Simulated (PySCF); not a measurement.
Spinor energies of Si(12+) (silicon, charge +12)

Start: 1s2. Calculated with PySCF 2.14 in an uncontracted even-tempered set (17 s from 0.76 bohr⁻², ratio 2.6; 10 p from 0.98 bohr⁻², ratio 2.6; 7 d from 1 bohr⁻², ratio 2.8; 3 f from 51 bohr⁻², ratio 2.8): generalised Hartree-Fock with the X2C-1e Hamiltonian and a Gaussian nucleus; spin-orbit coupling (SO) screened by Boettger's factors.

```csv
spinor shell,electrons,"ε, screened SO (eV)",weight of nominal j (screened SO),"rms radius, screened SO (bohr)"
1s1/2,2,-2438.8,1.000,0.127
```

```
   quantity  screened SO
E (hartree)   -187.82453
        M_J            0
       ⟨J²⟩        0.000
       ⟨L²⟩        0.000
       ⟨S²⟩        0.000
```
